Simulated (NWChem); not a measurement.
The numbers come from NWChem runs, not from measurements. System: F3OTa, charge 0, spin multiplicity 1, at a geometry optimised with PBE0/def2-SVP with def2 effective core potentials on Ta. The structure started from a generated list of species. Level: B2PLYP/def2-TZVP with def2 effective core potentials on Ta, 4 core orbitals frozen.

Part of the output:

```
             Northwest Computational Chemistry Package (NWChem) 7.3.0
             --------------------------------------------------------

                                NWChem Input Module
                                -------------------

 Scaling coordinates for geometry "geometry" by  1.889725989
 (inverse scale =  0.529177249)

 Turning off AUTOSYM since
 SYMMETRY directive was detected!

                             Geometry "geometry" -> ""
                             -------------------------

 Output coordinates in angstroms (scale by  1.889725989 to convert to a.u.)

  No.       Tag          Charge          X              Y              Z
 ---- ---------------- ---------- -------------- -------------- --------------
    1 Ta                  73.0000    -0.00286600     0.00834200     0.00000000
    2 O                    8.0000    -0.55680000     1.62235700     0.00000000
    3 F                    9.0000     1.02116700    -0.21206100     1.55367100
    4 F                    9.0000     1.02116700    -0.21206100    -1.55367100
    5 F                    9.0000    -1.52415500    -1.08563900     0.00000000

 Effective nuclear repulsion energy (a.u.)     818.8634849309

            Nuclear Dipole moment (a.u.)
            ----------------------------
        X                 Y               Z
 ---------------- ---------------- ----------------
    -0.0000132281    -0.0000510226     0.0000000000

      Symmetry information
      --------------------

 Group name             Cs
 Group number              2
 Group order               2
 No. of unique centers     4

      Symmetry unique atoms

     1    2    3    5


 Summary of "ao basis" -> "" (spherical)
 ------------------------------------------------------------------------------
       Tag                 Description            Shells   Functions and Types
 ---------------- ------------------------------  ------  ---------------------
 *                         def2-tzvp                  on all atoms

 Summary of "ao basis" -> "ao basis" (spherical)
 ------------------------------------------------------------------------------
       Tag                 Description            Shells   Functions and Types
 ---------------- ------------------------------  ------  ---------------------
 Ta                        def2-tzvp                14       40   6s4p3d1f
 O                         def2-tzvp                11       31   5s3p2d1f
 F                         def2-tzvp                11       31   5s3p2d1f
[...]
  nvloc new                   140
   1 passes of  20:        5242880                     194811                 113448249.
   1 passes of  20: M     44309870           G      144125408           F      39066990.
  mp2_memr nvloc                   140
  nvloc new                   140
   2 passes of  10:        5242880                     124839                  56747129.
   2 passes of  10: M     44309870           G      144125408           F      39066990.
  mp2_memr nvloc                   140
  nvloc new                   140
   3 passes of   7:        5242880                     103848                  39736793.
   3 passes of   7: M     44309870           G      144125408           F      39066990.
  mp2_memr nvloc                   140
  nvloc new                   140
   4 passes of   5:        5242880                      89853                  28396569.
   4 passes of   5: M     44309870           G      144125408           F      39066990.

 Semi-direct pass number   1 of   4  for RHF alpha+beta  at        7.9s
  vrange nnbf                 11912
  mp2_eaftype                   108  avail_ma_in_mb                   386
 EAF : mp2_eaftype filesize         108   14198284.
  mp2_eaf for mointskh                    108
Node 0 wrote     66.7 Mb in      0.0 s     Agg I/O rate:  2325.0 Mb/s
 Done moints_semi at       15.6s
  mp2_eaftype                   108  avail_ma_in_mb                   386
 EAF : mp2_eaftype filesize         108   14198284.
  mp2_eaf for kh                   108
 Done maket at       15.8s
 Semi-direct pass number   2 of   4  for RHF alpha+beta  at       15.8s
  vrange nnbf                 11912
  mp2_eaftype                   108  avail_ma_in_mb                   386
 EAF : mp2_eaftype filesize         108   14198284.
  mp2_eaf for mointskh                    108
Node 0 wrote     66.7 Mb in      0.0 s     Agg I/O rate:  2450.1 Mb/s
 Done moints_semi at       23.6s
  mp2_eaftype                   108  avail_ma_in_mb                   386
 EAF : mp2_eaftype filesize         108   14198284.
  mp2_eaf for kh                   108
 Done maket at       23.9s
 Semi-direct pass number   3 of   4  for RHF alpha+beta  at       23.9s
  vrange nnbf                 11912
  mp2_eaftype                   108  avail_ma_in_mb                   386
 EAF : mp2_eaftype filesize         108   14198284.
  mp2_eaf for mointskh                    108
Node 0 wrote     66.7 Mb in      0.0 s     Agg I/O rate:  2238.8 Mb/s
 Done moints_semi at       30.9s
  mp2_eaftype                   108  avail_ma_in_mb                   386
 EAF : mp2_eaftype filesize         108   14198284.
  mp2_eaf for kh                   108
 Done maket at       31.1s
 Semi-direct pass number   4 of   4  for RHF alpha+beta  at       31.1s
  vrange nnbf                 11912
  mp2_eaftype                   108  avail_ma_in_mb                   386
 EAF : mp2_eaftype filesize         108   14198284.
  mp2_eaf for mointskh                    108
Node 0 wrote     66.7 Mb in      0.0 s     Agg I/O rate:  2422.1 Mb/s
 Done moints_semi at       38.2s
  mp2_eaftype                   108  avail_ma_in_mb                   386
 EAF : mp2_eaftype filesize         108   14198284.
  mp2_eaf for kh                   108
 Done maket at       38.4s
 Done multipass loop at       38.4s

          -------------------------------------------
          DFT energy                    -431.473597329665
          Unscaled MP2 energy             -1.647607290887
          Total DFT+MP2 energy          -431.918451298204
          -------------------------------------------

 -----------------------
 Performance information
 -----------------------

 Timer overhead =  1.28D-07 seconds/call

               Nr. of calls         CPU time (s)                 Wall time (s)                GFlops
             ---------------    -------------------     ------------------------------   -------------------
Name         Min   Avg   Max    Min     Avg     Max     Min     Avg     Max   Mx/calls   Min     Max     Sum
mp2: moin     4     4     4    30.     30.     30.      30.     30.     30.     7.4      0.0     0.0     0.0
mp2: make     4     4     4   0.82    0.82    0.82     0.82    0.82    0.82    0.21      0.0     0.0     0.0
mp2: tota     1     1     1    31.     31.     31.      31.     31.     31.     31.      0.0     0.0     0.0

 The average no. of pstat calls per process was 9.00D+00
 with a timing overhead of 1.15D-06s

 Task  times  cpu:       38.3s     wall:       38.3s

 Total times  cpu:       38.4s     wall:       38.4s
```

Write an NWChem input that would produce this output.

Several could match; the one computed here: 
```
start mol
memory heap 200 mb stack 900 mb global 1100 mb
geometry units angstroms nocenter noautoz
  Ta    -0.002866     0.008342     0.000000
  O     -0.556800     1.622357     0.000000
  F      1.021167    -0.212061     1.553671
  F      1.021167    -0.212061    -1.553671
  F     -1.524155    -1.085639     0.000000
  symmetry group Cs
end
basis spherical
  * library def2-tzvp
end
ecp
  Ta library def2-ecp
end
dft
  xc hfexch 0.53 becke88 0.47 lyp 0.73 mp2 0.27
  dftmp2
  semidirect memsize 60000000 filesize 0
  iterations 100
end
mp2
  freeze core 4
end
task dft energy
```
